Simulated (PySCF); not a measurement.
copper atom (Cu), doublet. Base run: B3LYP/def2-TZVP (PySCF).

The PySCF input:
```python
from pyscf import gto, scf, dft

mol = gto.Mole()
mol.atom = '''
    Cu    0.000000    0.000000    0.000000
'''
mol.basis = 'def2-tzvp'
mol.charge = 0
mol.spin = 1
mol.verbose = 4
mol.build()

mf = dft.UKS(mol)
mf.xc = 'b3lyp'
mf.kernel()
mf.analyze()
```

Variants of this job, named by their change:

```json
[
 {"change": "base", "basis functions": "45", "E (Eh)": "-1640.54221", "HOMO (eV)": "-5.34"},
 {"change": "basis = jorge-DZP-DKH; relativity = spin-free X2C; nucleus = Gaussian (with mol.nucmod = 'G')", "basis functions": "43", "E (Eh)": "-1654.69914", "HOMO (eV)": "-5.02"},
 {"change": "basis = jorge-DZP-DKH; relativity = spin-free X2C", "basis functions": "43", "E (Eh)": "-1654.70572", "HOMO (eV)": "-5.02"},
 {"change": "basis = jorge-DZP-DKH; relativity = none", "basis functions": "43", "E (Eh)": "-1639.18092", "HOMO (eV)": "-4.87"},
 {"change": "basis = ANO-RCC-VDZP; relativity = spin-free X2C; nucleus = Gaussian (with mol.nucmod = 'G')", "basis functions": "34", "E (Eh)": "-1654.81156", "HOMO (eV)": "-5.12"},
 {"change": "basis = cc-pVDZ-DK; relativity = spin-free X2C; nucleus = Gaussian (with mol.nucmod = 'G')", "basis functions": "43", "E (Eh)": "-1654.82428", "HOMO (eV)": "-5.47"},
 {"change": "basis = ANO-RCC-VDZP; relativity = spin-free X2C", "basis functions": "34", "E (Eh)": "-1654.81922", "HOMO (eV)": "-5.12"},
 {"change": "basis = cc-pVDZ-DK; relativity = spin-free X2C", "basis functions": "43", "E (Eh)": "-1654.83180", "HOMO (eV)": "-5.47"},
 {"change": "basis = ANO-RCC-VDZP; relativity = none", "basis functions": "34", "E (Eh)": "-1632.91478", "HOMO (eV)": "-4.96"},
 {"change": "basis = cc-pVDZ-DK; relativity = none", "basis functions": "43", "E (Eh)": "-1633.01132", "HOMO (eV)": "-5.22"}
]
```

Total energies compare only within one method and basis.

Open shells are given as the SCF converged; they aren't shown to be the lowest states, and a large step between rows can be another state.

Basis sets contracted for a relativistic Hamiltonian are a mismatch without it, so the rows without relativity aren't non-relativistic limits. No row has spin-orbit coupling; sets with core potentials leave out the core electrons.
